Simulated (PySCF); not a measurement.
**Field gradients at the hydrogen positions**

Compound: C8H11NP (charge +1).
Z-matrix (Å and degrees, GFN2-xTB geometry), rows numbered from 1:
```
C 
C   1  1.3217
C   2  1.5094  1  117.95
P   3  1.8238  2  102.55  1     8.73
N   4  1.6500  3  112.85  2   106.85
C   5  1.3928  4  124.44  3   -54.52
C   6  1.3541  5  108.27  4  -179.98
C   7  1.4233  6  107.77  5    -0.01
C   8  1.3530  7  107.89  6     0.01
C   1  1.5094  2  117.96  3    -0.01
H   1  1.0768  2  123.66  3   179.41
H   2  1.0768  1  123.66  3  -179.41
H   3  1.0944  2  112.54  1   128.67
H   3  1.0936  2  110.95  1  -110.52
H   4  1.3765  3  114.86  2  -133.47
H   6  1.0735  5  120.66  4    -0.00
H   7  1.0714  6  126.49  5   179.95
H   8  1.0713  7  125.66  6  -179.99
H   9  1.0726  5  120.63  4    -0.00
H  10  1.0936  1  110.96  2   110.53
H  10  1.0943  1  112.53  2  -128.65
```

Level: PBE0/pcSseg-1 (PySCF, non-relativistic); Q(2H) = 0.00286 b; rigid geometry, the same for H and D, with no vibrational averaging.

Question: Rank these positions by the coupling χzz of a deuteron there, largest first.
A. H13 (methylene hydrogen)
B. H11 (vinylic hydrogen)
C. H15 (P–H hydrogen)
D. H19 (aromatic hydrogen)

Answer: D (228 kHz), B (220 kHz), A (196 kHz), C (133 kHz).

What are Vzz, η and χzz (234.96 MHz × Q × Vzz) at all hydrogens?

| atom | bonded to | bond length (Å) | Vzz (au) | η | χzz (kHz) |
| --- | --- | --- | --- | --- | --- |
| H11 | C1 | 1.077 | 0.3277 | 0.06 | 220 |
| H12 | C2 | 1.077 | 0.3276 | 0.06 | 220 |
| H13 | C3 | 1.094 | 0.2920 | 0.03 | 196 |
| H14 | C3 | 1.094 | 0.2956 | 0.04 | 199 |
| H15 | P4 | 1.377 | 0.1984 | 0.06 | 133 |
| H16 | C6 | 1.074 | 0.3357 | 0.14 | 226 |
| H17 | C7 | 1.071 | 0.3407 | 0.06 | 229 |
| H18 | C8 | 1.071 | 0.3413 | 0.06 | 229 |
| H19 | C9 | 1.073 | 0.3386 | 0.14 | 228 |
| H20 | C10 | 1.094 | 0.2958 | 0.04 | 199 |
| H21 | C10 | 1.094 | 0.2921 | 0.03 | 196 |

Average by the element that carries the hydrogen.

on C: 214 kHz over 10 positions, mean bond length 1.082 Å; on P: 133 kHz over 1 position, mean bond length 1.377 Å.

How does χzz go with the bond length over the 10 C–H bonds?

A straight-line fit has a slope of -13.8 kHz for each 0.01 Å, with a correlation coefficient of -1.00, over lengths from 1.071 to 1.094 Å. The longer bonds have the smaller couplings here.

Geometry: GFN2-xTB, one conformer, isolated ion. GFN2-xTB bond lengths can be off by several hundredths of an ångström, more for odd bonds, and the gradients follow them. With so small a basis the couplings can be 20 % off.
